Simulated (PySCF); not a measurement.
# Electron correlation in Au⁺ (gold, charge +1)

[Xe] 4f14 5d10, closed-shell 1S. Calculation: PySCF 2.14, in x2c-TZVPPall with one added diffuse shell each of s, p, d, f type (12s8p8d4f1g, 113 functions); the spin-free X2C one-electron Hamiltonian (Gaussian nucleus). Frozen: [Kr] 4d10 4f14; 18 electrons correlated.

```csv
level,correlation energy (mhartree)
CCSD,-512.54
(T),-14.93
CCSD(T),-527.47
```

Diagnostics: T1 = 0.0060, D1 = 0.0111, largest double amplitude 0.022.

Cost of the coupled-cluster step: of the order of 19 core-seconds, for 18 correlated electrons.

Iterations:

```
CC2 = 0
CCSD nocc = 9, nmo = 83
frozen orbitals [0, 1, 2, 3, 4, 5, 6, 7, 8, 9, 10, 11, 12, 13, 14, 15, 16, 17, 18, 19, 20, 21, 22, 24, 25, 26, 27, 28, 29, 30]
max_cycle = 100
direct = 0
conv_tol = 1e-08
conv_tol_normt = 1e-06
diis_space = 8
diis_start_cycle = 0
Init t2, MP2 energy = -19009.0360932289  E_corr(MP2) -0.53590078177822
Init E_corr(CCSD) = -0.535900781786129
cycle = 1  E_corr(CCSD) = -0.501963395698211  dE = 0.0339373861  norm(t1,t2) = 0.0387378
cycle = 2  E_corr(CCSD) = -0.513314288145413  dE = -0.0113508924  norm(t1,t2) = 0.01343
cycle = 3  E_corr(CCSD) = -0.512201343794801  dE = 0.00111294435  norm(t1,t2) = 0.00556846
cycle = 4  E_corr(CCSD) = -0.512463564938048  dE = -0.000262221143  norm(t1,t2) = 0.00184018
cycle = 5  E_corr(CCSD) = -0.512579356671191  dE = -0.000115791733  norm(t1,t2) = 0.000333184
cycle = 6  E_corr(CCSD) = -0.512547310059684  dE = 3.20466115e-05  norm(t1,t2) = 9.02264e-05
cycle = 7  E_corr(CCSD) = -0.512540400802843  dE = 6.90925684e-06  norm(t1,t2) = 1.64378e-05
cycle = 8  E_corr(CCSD) = -0.51254223165406  dE = -1.83085122e-06  norm(t1,t2) = 4.139e-06
cycle = 9  E_corr(CCSD) = -0.512542559506201  dE = -3.27852142e-07  norm(t1,t2) = 8.632e-07
cycle = 10  E_corr(CCSD) = -0.512542478976621  dE = 8.05295798e-08  norm(t1,t2) = 1.62641e-07
cycle = 11  E_corr(CCSD) = -0.512542475488138  dE = 3.48848306e-09  norm(t1,t2) = 4.47034e-08
CCSD converged
E(CCSD) = -19009.01273492266  E_corr = -0.5125424754881382
CCSD(T) correction = -0.0149291873149264
```

This basis was not built for core-valence correlation, so the inner-shell part is incomplete.
